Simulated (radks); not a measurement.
Ne3+, configuration [He] 2s2 2p3. Method: non-relativistic Kohn-Sham, PBE, spin-polarised, spherical densities, point nucleus; open shells are filled with parallel spins first; computed with a radial shooting solver on a logarithmic mesh with Libxc functionals.

Local quantities along the radius. ELF = 1/(1 + alpha^2) is the electron localisation function; alpha = (tau - tau_W)/tau_unif compares the Pauli kinetic energy density with that of the uniform gas (summed over spins); r v_xc is r times the local exchange-correlation potential of spin up (hartree bohr).

r (bohr)	ELF	alpha	r v_xc
0.008303	1.000	0.004313	-0.09941
0.01014	1.000	0.004534	-0.1134
0.01239	1.000	0.004820	-0.1301
0.01513	1.000	0.005196	-0.1498
0.01863	1.000	0.005720	-0.1738
0.02275	1.000	0.006409	-0.2006
0.02779	1.000	0.007371	-0.2313
0.03394	1.000	0.008753	-0.2657
0.04146	1.000	0.01081	-0.3037
0.05104	1.000	0.01418	-0.3460
0.06234	1.000	0.01957	-0.3879
0.07614	0.999	0.02904	-0.4287
0.093	0.998	0.04705	-0.4655
0.1136	0.993	0.08446	-0.4945
0.1387	0.972	0.1697	-0.5124
0.1708	0.867	0.3911	-0.5188
0.2086	0.550	0.9040	-0.5166
0.2548	0.241	1.773	-0.5048
0.3113	0.175	2.171	-0.5151
0.3802	0.315	1.474	-0.6256
0.4643	0.636	0.7562	-0.7382
0.5717	0.835	0.4452	-0.8253
0.6983	0.890	0.3513	-0.8665
0.8529	0.894	0.3442	-0.8507
1.042	0.859	0.4053	-0.7671
1.272	0.752	0.5745	-0.6297
1.554	0.502	0.9963	-0.5200
1.913	0.165	2.252	-0.4578
2.337	0.023	6.491	-0.3376
2.854	0.002	25.73	-0.1880

On this mesh the ELF has minima near r = 0.31 bohr, which separate the shells, and maxima near 0.77 (0.90).
